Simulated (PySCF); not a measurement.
B(Cl)(OMe)(SeH) (CH4BClOSe), SMILES COB(Cl)[SeH]. Coordinates come from a PBE-D3(BJ)/def2-SVP optimisation. This is a generated structure with no PubChem entry under its InChIKey; it may be hypothetical. One conformer was computed; it need not be the lowest.

Computed equilibrium geometry at PBE-D3(BJ)/def2-SVP (PySCF confirms it by a frequency run) as a Z-matrix, and its point group (one conformer of several):
point group Cs.
```
O
B 1 1.3522
C 1 1.4210 2 122.94
H 3 1.1065 1 108.07 2 180.00
H 3 1.1118 4 108.84 1 -120.85
H 3 1.1118 4 108.84 5 -118.30
Cl 2 1.7733 1 117.39 3 180.00
Se 2 1.9726 1 120.93 3 0.00
H 8 1.4811 2 93.52 1 180.00
```
Charge 0, spin multiplicity 1.
